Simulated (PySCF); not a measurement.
Structure problem from calculated spectra and properties.

Formula: C4H9OPSi.

- 13C NMR: chemical shifts (computed TMS as zero) by class: 136.9 (1 C), 122.5 (1 C), 30.2 (1 C), 9.8 (1 C) ppm [GIAO B97-2/pcSseg-1]
- 1H NMR: chemical shifts (computed TMS as zero) by class: 6.42 (1 H), 5.57 (1 H), 5.40 (1 H), 5.24 (1 H), 3.90 (3 H), 2.56 (1 H), 1.48 (1 H) ppm [GIAO B97-2/pcSseg-1]
- UV, first state: lowest singlet excitation: 5.24 eV (237 nm, f = 0.125) [TDDFT B3LYP/def2-SVPD]
- Dipole: 3.63 D [B3LYP/def2-SVPD]
- XPS: Si2p3/2 107.0, P2p3/2 138.1, C1s 290.2, C1s 290.6, C1s 291.0, C1s 291.1, O1s 536.5, Si1s 1846.8, P1s 2151.9 eV [ΔSCF SCAN, pcX-2 on the ionised atom, pcseg-1 elsewhere, spin-free X2C, 2p3/2 from a spin–orbit splitting computed afterwards within the 2p shell]
- Valence photoelectron: vertical ionisation energy: 8.78 eV [ΔSCF B3LYP/def2-SVPD]
- Triplet: lowest triplet excitation (Tamm–Dancoff): 3.95 eV [TDA B3LYP/def2-SVPD]
- Rotational structure: rotational constants A, B, C: 1.745, 1.572, 0.899 GHz [PBE0-D3(BJ)/def2-SVP]

Electronic properties: PySCF, gas phase, density fitting. Levels stand in brackets. One conformer (not necessarily the lowest) at the PBE0-D3(BJ)/def2-SVP geometry, without solvent, vibrations or thermal averaging. NMR values are class means; diastereotopic atoms form classes of their own.

Question: What is the compound? Reason from the data.

Answer: Numbering: `[CH2:1]=[CH:2][C@@H:3]1[C@H:4]([SiH3:5])[P@H:6]1=[O:7]`. 4 carbons fall into 4 classes; from least to most shielded: alkene CH carbon [C2] (136.9 ppm), terminal =CH2 carbon [C1] (122.5 ppm), ring sp3 carbon bound to phosphorus [C3] (30.2 ppm), ring sp3 carbon bound to silicon [C4] (9.8 ppm). Hydrogen classes from least to most shielded: 1 H on a phosphoryl phosphorus, P6 (6.42 ppm), 1 H on a terminal =CH2 carbon, C1 (5.57 ppm), 1 H on a terminal =CH2 carbon, C1 (5.40 ppm), 1 H on an alkene CH carbon, C2 (5.24 ppm), 3 H on an SiH3 silicon, Si5 (3.90 ppm, a mean of values up to 0.5 ppm apart in this geometry), 1 H on an sp3 carbon bound to phosphorus, C3 (2.56 ppm), 1 H on an sp3 carbon bound to silicon, C4 (1.48 ppm). The core levels belong to: Si2p3/2 107.0 eV, SiH3 silicon [Si5]; P2p3/2 138.1 eV, phosphoryl phosphorus [P6]; C1s 290.2 eV, terminal =CH2 carbon [C1]; C1s 290.6 eV, sp3 carbon bound to silicon [C4]; C1s 291.0 eV, alkene CH carbon [C2]; C1s 291.1 eV, sp3 carbon bound to phosphorus [C3]; O1s 536.5 eV, phosphoryl oxygen [O7]; Si1s 1846.8 eV, SiH3 silicon [Si5]; P1s 2151.9 eV, phosphoryl phosphorus [P6]. The hole state at 291.0 eV has ⟨S²⟩ = 0.85 against 0.75, so that value is less sure. S1 is mainly HOMO→LUMO (weight 0.82); the largest Löwdin shares of the orbital it empties are 0.23 on the phosphoryl oxygen, 0.18 on the terminal =CH2 carbon, 0.15 on the sp3 carbon bound to phosphorus and 0.13 on the phosphoryl phosphorus, of the orbital it fills 0.26 on the terminal =CH2 carbon, 0.24 on the alkene CH carbon, 0.10 on the phosphoryl phosphorus and 0.07 on the sp3 carbon bound to phosphorus. The optimised geometry has point group C1 and is an asymmetric top. Structure: `C=C[C@@H]1[C@H]([SiH3])[P@H]1=O`. The assignments are read from this structure; whether some other isomer fits the data as well wasn't checked. The mirror image fits equally.

The values belong to the conformer `[CH2:1]=[CH:2][C@@H:3]1[C@H:4]([SiH3:5])[P@H:6]1=[O:7]`: C1–C2–C3–C4 -146°.
